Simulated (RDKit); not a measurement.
RDKit input (MMFF94):

```python
from rdkit import Chem
from rdkit.Chem import AllChem, rdDetermineBonds

mol = Chem.MolFromXYZFile('mol.xyz')
rdDetermineBonds.DetermineBonds(mol, charge=-1)
print('SMILES', Chem.MolToSmiles(Chem.RemoveHs(mol)))
ff = AllChem.MMFFGetMoleculeForceField(mol, AllChem.MMFFGetMoleculeProperties(mol))
e0 = ff.CalcEnergy()
flag = ff.Minimize(maxIts=5000, forceTol=1e-5)
print(f'energy {e0:.4f} -> {ff.CalcEnergy():.4f} kcal/mol, converged: {flag == 0}')
print(Chem.MolToXYZBlock(mol))
```
mol.xyz:
```
7

Si    -1.97797700    -0.16213000    -0.39471300
Si     0.20433100    -0.66023900     0.31652900
Cl     1.65471100     0.90133100    -0.07556100
H     -2.35721600    -1.56712200     0.11288700
H     -2.31764100     0.53405500     0.92789600
H      0.82426800    -1.81919700    -0.40917200
H      0.55154000    -0.95718700     1.74749300
```

Output:

```
SMILES [SiH2-][SiH2]Cl
energy 32.8676 -> 18.7965 kcal/mol, converged: True
7

Si    -1.827254   -0.319886   -0.097785
Si     0.391575   -0.703909    0.329632
Cl     1.504753    0.966926   -0.084484
H     -2.637844   -1.559060    0.062570
H     -2.394271    0.728231    0.795102
H      0.916905   -1.793225   -0.536387
H      0.628153   -1.049567    1.756712
```

The dipole moment of an ion depends on the origin.

The geometry given is a B3LYP-D3(BJ)/def2-TZVP minimum.
